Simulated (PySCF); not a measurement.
**How methods differ on the ionisation energy of Fe**

Fe [Ar] 3d6 4s2 (5D) → Fe⁺ [Ar] 3d6 4s1 (6D), as a difference of total energies. Computed with PySCF 2.14 in 6-31G*, with the non-relativistic Hamiltonian (point nucleus). Correlated levels: valence: [Ar] frozen. The calculations carry no spin-orbit coupling.

| method | ionisation energy (eV) |
| --- | --- |
| UHF | 6.264 |
| TPSS | 7.248 |
| M06-L | 7.659 |
| MP2 (valence) | 6.947 |
| SCS-MP2 (valence) | 7.063 |

Question: How much does correlation contribute at MP2 (valence)?

Answer: 6.947 − (6.264) = 0.683 eV, measured against UHF.

These non-relativistic numbers lack the scalar-relativistic shift.

Errors of the correlated levels include the incompleteness of this basis and the frozen core.

MP2 underrates the near-degeneracy of ns² with np² in the lower species.

For comparison: 7.904 eV (measured; NIST levels, between the centres of gravity of the two terms).
